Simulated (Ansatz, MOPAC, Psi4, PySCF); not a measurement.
Species: C6H13, net charge 0, doublet state. SMILES: CCC([CH2])CC
Geometry: optimised at B3LYP-D3(BJ)/def2-TZVP (Ansatz, a program for electronic structure).

Property: enthalpy of formation at 298 K, in kcal/mol. Terms: 6-311+G** with 5d; six Cartesian d functions in 6-31G* and its kin unless marked 5d; LANL2DZ all-electron up to Ne; UHF or UKS for open shells; no spin-orbit coupling; valence correlation only; non-relativistic; dispersion terms only where a functional's name holds one. CBS(X,Y): correlation extrapolated as X^-3; Hartree-Fock from the larger set. The bracket is a focal-point correction in the basis named. First-principles rows: single points at B3LYP-D3(BJ) geometries (Ansatz), with unscaled harmonic terms from B3LYP/6-31G* (Ansatz) at its own minima, enthalpies of formation by atomisation with measured atoms. Semi-empirical rows: MOPAC heats of formation at their own minima for 298 K.

Coupled cluster (Ansatz) is a level with limits of its own, used here on species with T1 under 0.025 (0.045 for open shells) and stable references: RI-MP2/CBS(cc-pVTZ,cc-pVQZ)+[CCSD(T)-MP2]/cc-pVTZ.

Value to compare with, RI-MP2/CBS(cc-pVTZ,cc-pVQZ)+[CCSD(T)-MP2]/cc-pVTZ (Ansatz): 11.0 kcal/mol.

| level | program | enthalpy of formation at 298 K (kcal/mol) | difference |
|---|---|---|---|
| AM1 | MOPAC | -7.9 | -18.9 |
| MNDO | MOPAC | -5.0 | -16.0 |
| HF/LANL2DZ | Ansatz | 486.4 | 475.4 |
| SVWN5/6-31G* | Ansatz | -230.7 | -241.7 |
| PBE/3-21G | Ansatz | -19.3 | -30.3 |
| B3LYP/STO-3G | Ansatz | -338.2 | -349.2 |
| B3LYP/3-21G | Ansatz | 27.6 | 16.6 |
| B3LYP/6-31G* | Ansatz | 16.0 | 5.0 |
| B3LYP/def2-SVP | Ansatz | 10.3 | -0.7 |
| M06-2X/6-31G* (5d) | PySCF | 4.4 | -6.6 |
| wB97X-D/6-31G* | Psi4 | 3.8 | -7.2 |
| wB97X-D/6-311+G** | Psi4 | 18.6 | 7.6 |
| MP2/3-21G | Ansatz | 228.4 | 217.4 |
| B3PW91/6-31G* (5d) | PySCF | 4.5 | -6.5 |
| PBE/def2-TZVPD | Ansatz | -10.5 | -21.5 |
| wB97M-V/def2-TZVPD | Ansatz | 9.6 | -1.4 |

Among the 14 habitual levels, HF/LANL2DZ lies farthest from RI-MP2/CBS(cc-pVTZ,cc-pVQZ)+[CCSD(T)-MP2]/cc-pVTZ (Ansatz) (475.4 kcal/mol) and B3LYP/def2-SVP nearest (-0.7); 5 of 14 lie above it, and their mean absolute difference is 99.9 kcal/mol, the median 16.3. One case shows no general order.

The levels are drawn from those run, B3LYP/6-31G* more often than the rest, none by its result; left out are runs that failed, that the program found above a lower state of the same kind, or whose <S^2> lies over 0.5 above the pure value.
